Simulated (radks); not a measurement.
Values are calculated unless marked as measured or tabulated.
Problem. Species: La V. Configuration: [Kr] 4d10 5s2 5p3 6s2 (not the ground configuration). Level of theory: Dirac Kohn-Sham, LDA (Slater exchange, Perdew-Wang correlation), spin-unpolarised, spherical densities, point nucleus; open shells fill j = l - 1/2 first (a radial shooting solver on a logarithmic mesh with Libxc functionals). Some entries of the table are withheld. Estimate them.

| orbital | occ. | eigenvalue (eV) | <r> (bohr) |
|---|---|---|---|
| 1s1/2 | 2 | -38730.21 | 0.02509 |
| 2s1/2 | 2 | -6206.369 | 0.1071 |
| 2p1/2 | 2 | -5858.750 | 0.08994 |
| 2p3/2 | 4 | -5446.119 | 0.09604 |
| 3s1/2 | 2 | -1366.163 | 0.2852 |
| 3p1/2 | 2 | -1219.320 | 0.2749 |
| 3p3/2 | 4 | -1138.920 | 0.2870 |
| 3d3/2 | 4 | -880.7749 | (1) |
| 3d5/2 | 6 | -863.5519 | (2) |
| 4s1/2 | 2 | -314.4717 | 0.6537 |
| 4p1/2 | 2 | -260.3779 | 0.6735 |
| 4p3/2 | 4 | -243.0731 | 0.7006 |
| 4d3/2 | 4 | -154.1327 | 0.7581 |
| 4d5/2 | 6 | -151.1117 | 0.7675 |
| 5s1/2 | 2 | -83.1474 | (3) |
| 5p1/2 | 2 | (4) | (5) |
| 5p3/2 | 1 | (6) | (7) |
| 6s1/2 | 2 | -32.7432 | 3.021 |

Solution. 
(1) 3d3/2 <r> (bohr): 0.2578
(2) 3d5/2 <r> (bohr): 0.2616
(3) 5s1/2 <r> (bohr): 1.480
(4) 5p1/2 eigenvalue (eV): -66.9891
(5) 5p1/2 <r> (bohr): 1.612
(6) 5p3/2 eigenvalue (eV): -63.8145
(7) 5p3/2 <r> (bohr): 1.672
